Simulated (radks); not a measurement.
The numbers below are computed, except where a source is named.
Task: Radial electron density D(r) = 4 pi r^2 rho(r) of an atom or ion with 1 electrons. Code: a radial shooting solver on a logarithmic mesh with Libxc functionals. Model: scalar-relativistic Kohn-Sham, r2SCAN, spin-polarised, spherical densities, finite nucleus; meta-GGA in the generalised Kohn-Sham scheme; Fermi nuclear charge, rms radius of each element as measured or else 0.836 A^(1/3) + 0.57 fm.

```
   r/bohr * D(r) (the largest magnitude, 1.62, reaches the edge; | marks zero)
  0.01679 |*
  0.01804 |*
  0.01954 |*
    0.021 |*
  0.02275 | *
  0.02445 | *
  0.02649 | *
  0.02846 |  *
  0.03083 |  *
  0.03314 |  *
   0.0359 |   *
  0.03858 |   *
  0.04179 |    *
  0.04491 |     *
  0.04826 |     *
  0.05228 |      *
  0.05618 |       *
  0.06086 |         *
  0.06541 |          *
  0.07085 |           *
  0.07614 |             *
  0.08249 |              *
  0.08864 |                *
  0.09603 |                  *
   0.1032 |                    *
   0.1118 |                       *
   0.1201 |                         *
   0.1291 |                           *
   0.1399 |                              *
   0.1503 |                                 *
   0.1628 |                                    *
    0.175 |                                      *
   0.1895 |                                         *
   0.2037 |                                            *
   0.2207 |                                               *
   0.2371 |                                                 *
   0.2569 |                                                   *
   0.2761 |                                                    *
   0.2967 |                                                     *
   0.3214 |                                                      *
   0.3454 |                                                      *
   0.3741 |                                                     *
   0.4021 |                                                    *
   0.4356 |                                                  *
   0.4681 |                                               *
   0.5071 |                                            *
   0.5449 |                                        *
   0.5903 |                                    *
   0.6344 |                                *
   0.6872 |                           *
   0.7385 |                       *
   0.7936 |                   *
   0.8597 |               *
   0.9239 |           *
    1.001 |        *
    1.076 |      *
    1.165 |    *
    1.252 |  *
    1.356 | *
    1.458 |*
    1.579 |*
    1.697 *
    1.838 *
    1.976 *
```

What is the nuclear charge?

Result: Z = 3. The innermost maximum, from 1s, lies near gamma/Z bohr with gamma = sqrt(1 - (Z/c)^2) = 1.000, here 0.333 bohr (found: 0.332), and its height grows with Z. The density is that of the lithium ion Li2+ in 1s1; the configuration itself is not fixed sharply by these data. D(r) has 1 maximum, at r = 0.332 bohr.
